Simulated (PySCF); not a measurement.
# How methods differ on the excitation energy of Sn

Sn [Kr] 4d10 5s2 5p2 (3P) → Sn [Kr] 4d10 5s2 5p1 6s1 (3P), as a difference of total energies. Computed with PySCF 2.14 in aug-cc-pVQZ-PP with ECP28MDF, with a scalar-relativistic core potential. Correlated levels: valence: 4s2 4p6 4d10 frozen. The calculations carry no spin-orbit coupling.

```csv
method,excitation energy (eV)
UHF,4.095
LDA,4.177
PBE,4.074
PBE0,4.185
r2SCAN,4.371
wB97X-V,4.250
wB97M-V,4.228
M06-2X,4.138
MP2 (valence),4.239
SCS-MP2 (valence),4.224
```

Question: How much does correlation contribute at MP2 (valence)?

Answer: 4.239 − (4.095) = 0.144 eV, measured against UHF.

Errors of the correlated levels include the incompleteness of this basis and the frozen core.

For comparison: 4.275 eV (measured; NIST levels, between the centres of gravity of the two terms).
